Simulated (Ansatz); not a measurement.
`CCC(C)C(C)=O` → `CCCCC(C)=O`  (isomerisation)

Isolated molecules relaxed with PBE0-D4/def2-TZVP in Ansatz; ΔE leaves out vibrations. CBS: MP2 limit from def2 TZ/QZ plus the TZ coupled-cluster correction, frozen cores. DFT in def2-TZVPP. B3LYP here is the variant with VWN-RPA as its local correlation; programs differ in this. One conformer a species, not always the lowest.

`CCC(C)C(C)=O`:

Cartesian coordinates in Å:
```
C 0.298 -1.496 1.712
C -0.814 -0.838 0.913
C -0.343 0.351 0.089
C -1.517 1.077 -0.571
C 0.614 -0.070 -1.014
C 1.707 0.902 -1.364
O 0.489 -1.121 -1.593
H 1.073 -1.896 1.053
H 0.769 -0.784 2.396
H -0.084 -2.326 2.310
H -1.266 -1.568 0.235
H -1.606 -0.498 1.588
H 0.180 1.062 0.740
H -2.061 0.393 -1.227
H -2.209 1.446 0.189
H -1.190 1.931 -1.169
H 2.191 0.614 -2.296
H 1.321 1.922 -1.434
H 2.447 0.900 -0.557
```

`CCCCC(C)=O`:

Cartesian coordinates in Å:
```
C -1.445 0.424 -2.491
C -0.912 -0.166 -1.198
C 0.512 0.275 -0.898
C 1.054 -0.295 0.399
C 0.452 0.311 1.647
C 0.708 -0.428 2.933
O -0.188 1.333 1.620
H -2.465 0.090 -2.694
H -0.825 0.134 -3.344
H -1.456 1.516 -2.447
H -0.946 -1.262 -1.250
H -1.560 0.127 -0.367
H 1.167 -0.024 -1.723
H 0.548 1.367 -0.844
H 0.930 -1.384 0.441
H 2.136 -0.128 0.478
H 1.752 -0.742 3.007
H 0.437 0.192 3.785
H 0.101 -1.339 2.946
```

| level | ΔE (kJ/mol) | difference from CCSD(T)/CBS |
| --- | --- | --- |
| r2SCAN-D4 | 1.4 | -1.5 |
| B3LYP-D4 | 1.5 | -1.4 |
| r2SCANh-D4 | 1.2 | -1.7 |
| r2SCAN0-D4 | 0.9 | -2.0 |
| CAM-B3LYP-D4 | 0.7 | -2.2 |
| ωB97X-V | 1.6 | -1.3 |
| B2PLYP | 0.0 | -2.9 |
| r2SCANh | 0.3 | -2.6 |
| BHLYP | -2.9 | -5.8 |
| CAM-B3LYP | -2.1 | -5.0 |
| MP2/def2-SVP | 4.3 | 1.4 |
| CCSD/def2-SVP | 1.6 | -1.3 |
| CCSD(T)/def2-SVP | 2.9 | 0.0 |
| MP2/def2-TZVPP | 5.5 | 2.6 |
| SCS-MP2/def2-TZVPP | 3.7 | 0.8 |
| CCSD/def2-TZVPP | 2.0 | -0.9 |
| CCSD(T)/CBS | 2.9 | 0 |

Largest T1 diagnostic among the species: 0.012.

Leaving LDA and LC-ωPBE aside and taking each functional with its dispersion term where it has one, the values, not all of them listed here, spread over 3.1 kJ/mol, from B2PLYP to revPBE-D4. In def2-TZVPP, CCSD(T) changes the Hartree–Fock value by +7.7 kJ/mol (the triples alone add +1.5 kJ/mol) and MP2 by +9.7 kJ/mol.

CCSD(T)/CBS has its own doubt, a few kJ/mol and more with outer-core shells, so smaller differences from it don't rank the levels.
